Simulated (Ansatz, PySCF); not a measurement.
Species: sum formula BN2H3F, net charge 0, doublet state. It need not be the lowest isomer of its formula. 
Structure (B3LYP-D3(BJ)/def2-TZVP (Ansatz, a program for electronic structure) minimum search):
SMILES: [NH]B(N)F
```xyz
7

B      0.0380    -0.0045     0.0110
F      0.2720     1.2902    -0.2956
N      1.1354    -0.8693     0.4042
N     -1.2793    -0.4769     0.0053
H      1.9367    -0.8287    -0.2275
H     -2.0537     0.0761    -0.3202
H     -1.5135    -1.4128     0.2865
```
Charge 0, spin multiplicity 2.

Property: atomisation energy (electronic, to ground-state atoms), in eV. Correlated levels leave the core frozen unless marked. UHF or UKS for open shells. No spin-orbit coupling. No relativistic terms. The coupled-cluster limit lacks core correlation, which all-electron functionals hold. CBS(X,Y): correlation extrapolated as X^-3; Hartree-Fock from the larger set.

```json
[
 {"level": "HF/def2-TZVPD", "program": "PySCF", "atomisation energy (eV)": "19.54", "minus last row": "-8.18"},
 {"level": "PBE/def2-TZVPD", "program": "Ansatz", "atomisation energy (eV)": "28.76", "minus last row": "1.04"},
 {"level": "B97M-V/def2-TZVPD", "program": "Ansatz", "atomisation energy (eV)": "27.97", "minus last row": "0.25"},
 {"level": "PBE0/6-31G*", "program": "Ansatz", "atomisation energy (eV)": "27.64", "minus last row": "-0.08"},
 {"level": "PBE0/def2-TZVP", "program": "Ansatz", "atomisation energy (eV)": "27.91", "minus last row": "0.19"},
 {"level": "r2SCANh-D4/def2-TZVPD", "program": "Ansatz + dftd4", "atomisation energy (eV)": "27.71", "minus last row": "-0.01"},
 {"level": "CAM-B3LYP-D3(BJ)/def2-TZVPD", "program": "Ansatz + dftd3", "atomisation energy (eV)": "28.31", "minus last row": "0.59"},
 {"level": "B2PLYP-D4/def2-TZVPD", "program": "Ansatz + dftd4", "atomisation energy (eV)": "27.75", "minus last row": "0.03"},
 {"level": "MP2/aug-cc-pVDZ", "program": "Ansatz", "atomisation energy (eV)": "26.14", "minus last row": "-1.58"},
 {"level": "RI-MP2/aug-cc-pVQZ", "program": "Ansatz", "atomisation energy (eV)": "28.11", "minus last row": "0.39"},
 {"level": "SCS-MP2/cc-pVTZ", "program": "Ansatz", "atomisation energy (eV)": "27.38", "minus last row": "-0.34"},
 {"level": "CCSD(T)/6-31G*", "program": "Ansatz", "atomisation energy (eV)": "24.85", "minus last row": "-2.87"},
 {"level": "CCSD(T)/aug-cc-pVDZ", "program": "Ansatz", "atomisation energy (eV)": "25.39", "minus last row": "-2.33"},
 {"level": "CCSD(T)/cc-pwCVTZ", "program": "Ansatz", "atomisation energy (eV)": "26.88", "minus last row": "-0.84"},
 {"level": "CCSD(T)/CBS(cc-pVTZ,cc-pVQZ)", "program": "Ansatz", "atomisation energy (eV)": "27.72", "minus last row": "0.00"}
]
```
